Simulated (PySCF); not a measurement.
# Reading the logs of faulty runs: BGeH6NSi

Calculated results; nothing here was measured. The program is PySCF 2.14.0, an open-source quantum chemistry code, run on an isolated molecule that a program drew, which may never have been made. The molecule is BGeH6NSi (charge 0, singlet), drawn as the SMILES string `N=[SiH][BH][GeH3]`.

Each row is a Hartree-Fock (HF) and frozen-core CCSD(T) single point in the cc-pV(D+d)Z basis, meant for a local HF minimum. Run 1 is clean. Each other run has one planted mistake out of seven kinds, and not every kind appears here: one electron removed, one electron added, multiplicity raised by two, geometry at a saddle point, minimal basis STO-3G, one bond length entered in bohr, all coordinates scaled. The reference is restricted for singlets and unrestricted otherwise, and also for a bond in bohr. Adding or removing an electron swaps singlet and doublet. Electrons count all cores. HOMO and LUMO are orbital energies over both spins, the gradient is its largest component, and the lowest frequency (negative if imaginary) is given only where the gradient is small. Bond lengths are over the 9 bonds as drawn. T1 is the CCSD diagnostic: over 0.02 (restricted) or 0.045 (unrestricted) a single reference is doubtful. Germanium has the cc-pVDZ-PP basis, with a core potential (ECP10MDF) in place of its 10 inner electrons, and its 3s, 3p and 3d shells are frozen in CCSD(T).

Geometry of the clean run:
```xyz
10
BGeH6NSi, angstrom
N    -2.4387    0.2638   -0.2010
Si   -1.8386   -0.3885   -1.5069
B    -0.3619   -1.7628   -1.7239
Ge    1.6797   -1.3221   -1.8705
H    -2.1273    0.0296    0.7243
H    -2.3926    0.0569   -2.8024
H    -0.6552   -2.9258   -1.7529
H     2.3474   -1.7466   -0.5546
H     2.3162   -2.1186   -3.0162
H     1.9648    0.1671   -2.0966
```

```
run  electrons  basis functions  <S^2>  HOMO (eV)  LUMO (eV)  gradient (hartree/bohr)  lowest frequency (cm^-1)  mean bond (Å)  longest bond (Å)      T1  HF (hartree)  CCSD(T) (hartree)             mistake
  1         64              104  0.000      -9.90       0.43                  4.6e-06                        35         1.5538             2.094  0.0204    -664.85943         -665.37497            no fault
  2         65              104  0.764      -1.93       7.12                  3.9e-02                         -         1.5538             2.094  0.0171    -664.88417         -665.41409  one electron added
  3         63              104  0.787     -15.82      -5.59                  7.3e-02                         -         1.5538             2.094  0.0353    -664.58232         -665.05119                   ?
  4         64              104  0.888      -9.02       0.02                  7.1e-03                         -         1.7055             2.898  0.0380    -664.76177         -665.26374                   ?
```

**Which mistake was planted in run 3, and what did it cost?**

It counts 63 electrons, one fewer than the clean run, at the same geometry and basis. So the mistake is: one electron removed. Subtracting run 1 and multiplying by 627.51 kcal/mol a hartree, the energy moved by 173.9 kcal/mol in HF and 203.2 kcal/mol in CCSD(T).

**Which mistake was planted in run 4, and what did it cost?**

The mean bond changes by a factor of 1.098 and the longest by 1.384, so the molecule wasn't scaled as a whole. A length L in bohr read as angstrom grows by (1/0.5292 - 1) L = 0.890 L. The 9 bonds together grew by 9 x 0.1517 = 1.365 Å, which gives L = 1.535 Å. That is the length of one of the Ge-H bonds, 1.534 Å in the clean geometry. So the mistake is: one bond length entered in bohr. Subtracting run 1 and multiplying by 627.51 kcal/mol a hartree, the energy moved by 61.3 kcal/mol in HF and 69.8 kcal/mol in CCSD(T).

Cautions from the logs. Run 1: T1 is over the limit, so its CCSD(T) energy is less reliable.
